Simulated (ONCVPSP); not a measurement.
An all-electron radial function and its pseudo partner (La (Z = 57))

Columns: radius, all-electron u(r) and pseudo u(r) of the 5p shell (level -22.43 eV) of lanthanum in the configuration [Kr] 4d10 5s2 5p6 5d1 6s1.75 6p0.25; BLYP, scalar-relativistic, ONCV scheme, ONCVPSP 4.0.1.

| r (bohr) | all-electron | pseudo |
| --- | --- | --- |
| 0.202 | 0.2979 | 0.0368 |
| 0.405 | -0.2649 | 0.1404 |
| 0.607 | -0.4179 | 0.2892 |
| 0.810 | -0.0413 | 0.4560 |
| 1.012 | 0.3911 | 0.6099 |
| 1.215 | 0.6907 | 0.7284 |
| 1.418 | 0.8370 | 0.7969 |
| 1.620 | 0.8667 | 0.8124 |
| 1.822 | 0.8235 | 0.7820 |
| 2.025 | 0.7413 | 0.7175 |
| 2.228 | 0.6439 | 0.6333 |
| 2.430 | 0.5461 | 0.5426 |
| 2.632 | 0.4552 | 0.4544 |
| 2.835 | 0.3741 | 0.3740 |
| 3.037 | 0.3047 | 0.3047 |
| 3.240 | 0.2461 | 0.2460 |
| 3.442 | 0.1977 | 0.1977 |
| 3.645 | 0.1579 | 0.1579 |
| 3.847 | 0.1258 | 0.1258 |
| 4.050 | 0.0997 | 0.0997 |
| 4.252 | 0.0790 | 0.0790 |
| 4.455 | 0.0623 | 0.0623 |
| 4.658 | 0.0490 | 0.0490 |
| 4.860 | 0.0386 | 0.0386 |
| 5.062 | 0.0303 | 0.0303 |
| 5.265 | 0.0237 | 0.0237 |

(1) How many radial nodes do the two functions have?

(2) At about which radius was the pseudo-wave matched?

(3) Is the pseudo-wave norm-conserving?

## Answers

(1) The all-electron 5p function has n − l − 1 = 3 (the table is too coarse to show those close to the nucleus); the pseudo-wave has 0, since the states of the same l below it are removed with the core.

(2) 3.10 bohr. The columns agree to 0.0005 from 2.83 bohr on; several derivatives are matched, so the curves merge somewhat inside the radius.

(3) Yes: the ONCV scheme keeps the norm inside the radius equal to the all-electron one, which fixes the energy derivative of the logarithmic derivative at the level.
